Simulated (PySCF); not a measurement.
Correlation energy of Mo (molybdenum, neutral)

[Kr] 4d5 5p1, high-spin 7P determinant (an excited configuration). Calculation: PySCF 2.14, in def2-QZVPPD with the def2 core potential (28 electrons) (7s5p4d3f2g, 81 functions); a scalar-relativistic core potential. Frozen: nothing; 14 electrons correlated.

| level | correlation energy (mhartree) |
| --- | --- |
| CCSD | -388.49 |
| (T) | -12.16 |
| CCSD(T) | -400.65 |

Diagnostics: T1 = 0.018, D1 = 0.0683, largest double amplitude 0.049.

Cost of the coupled-cluster step: of the order of 25 core-seconds, for 14 correlated electrons.

Iterations:

```
CC2 = 0
CCSD nocc = (np.int64(10), np.int64(4)), nmo = (81, 81)
frozen orbitals [[], []]
max_cycle = 100
direct = 0
conv_tol = 1e-08
conv_tol_normt = 1e-06
diis_space = 8
diis_start_cycle = 0
Init t2, MP2 energy = -0.381586925832131
Init E_corr(UCCSD) = -0.381586925876128
cycle = 1  E_corr(UCCSD) = -0.382514005474859  dE = -0.000927079599  norm(t1,t2) = 0.0482412
cycle = 2  E_corr(UCCSD) = -0.387461645180228  dE = -0.00494763971  norm(t1,t2) = 0.0175552
cycle = 3  E_corr(UCCSD) = -0.388306285190433  dE = -0.00084464001  norm(t1,t2) = 0.0113969
cycle = 4  E_corr(UCCSD) = -0.388522395332875  dE = -0.000216110142  norm(t1,t2) = 0.00493452
cycle = 5  E_corr(UCCSD) = -0.388310464801091  dE = 0.000211930532  norm(t1,t2) = 0.00355515
cycle = 6  E_corr(UCCSD) = -0.388409644023732  dE = -9.91792226e-05  norm(t1,t2) = 0.00241718
cycle = 7  E_corr(UCCSD) = -0.388475325705791  dE = -6.56816821e-05  norm(t1,t2) = 0.001609
cycle = 8  E_corr(UCCSD) = -0.388437820567411  dE = 3.75051384e-05  norm(t1,t2) = 0.00143992
cycle = 9  E_corr(UCCSD) = -0.388452681792624  dE = -1.48612252e-05  norm(t1,t2) = 0.0012195
cycle = 10  E_corr(UCCSD) = -0.38850289220318  dE = -5.02104106e-05  norm(t1,t2) = 0.000515859
cycle = 11  E_corr(UCCSD) = -0.388495470867147  dE = 7.42133603e-06  norm(t1,t2) = 0.000201904
cycle = 12  E_corr(UCCSD) = -0.388493487625706  dE = 1.98324144e-06  norm(t1,t2) = 6.39353e-05
cycle = 13  E_corr(UCCSD) = -0.388492862817631  dE = 6.24808075e-07  norm(t1,t2) = 2.39178e-05
cycle = 14  E_corr(UCCSD) = -0.388493180017186  dE = -3.17199555e-07  norm(t1,t2) = 7.16621e-06
cycle = 15  E_corr(UCCSD) = -0.388493297327634  dE = -1.17310448e-07  norm(t1,t2) = 2.30791e-06
cycle = 16  E_corr(UCCSD) = -0.388493312308461  dE = -1.49808266e-08  norm(t1,t2) = 7.82271e-07
cycle = 17  E_corr(UCCSD) = -0.388493313291795  dE = -9.83334525e-10  norm(t1,t2) = 4.62447e-07
UCCSD converged
E(UCCSD) = -67.84973311433463  E_corr = -0.3884933132917953
UCCSD(T) correction = -0.0121610596256696
```

The basis has no tight functions for the innermost shells, so their pair energies are far from complete.

This basis was not built for core-valence correlation, so the inner-shell part is incomplete.
